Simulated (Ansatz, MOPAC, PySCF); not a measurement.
Proton-shift isomers of CC(=O)[SiH3]. Isolated molecules, 0 K electronic values unless said otherwise. One relaxed conformer stands for each flexible species; it need not be the lowest. Strings in code marks are SMILES.

Quantity: vertical ionisation energy (energy after one electron is removed minus that of the parent at the parent's geometry), in eV.

Level 1: frozen-core MP2/cc-pVTZ // B3LYP-D3(BJ)/def2-TZVP (Ansatz, a quantum-chemistry and plane-wave program)
Level 2: PBE/6-31G* // B3LYP-D3(BJ)/def2-TZVP (PySCF)
Level 3: SVWN5/6-31G* // B3LYP-D3(BJ)/def2-TZVP (PySCF)
Level 4: minus the HOMO energy of PM6 // B3LYP-D3(BJ)/def2-TZVP (MOPAC)

| species | level 1 | level 2 | level 3 | level 4 |
|---|---|---|---|---|
| `CC(=O)[SiH3]` | 9.68 | 8.80 | 8.97 | 9.21 |
| `C=C(O)[SiH3]` (Si–C–O–H torsion 0°) | 9.36 | 8.74 | 8.95 | 9.53 |
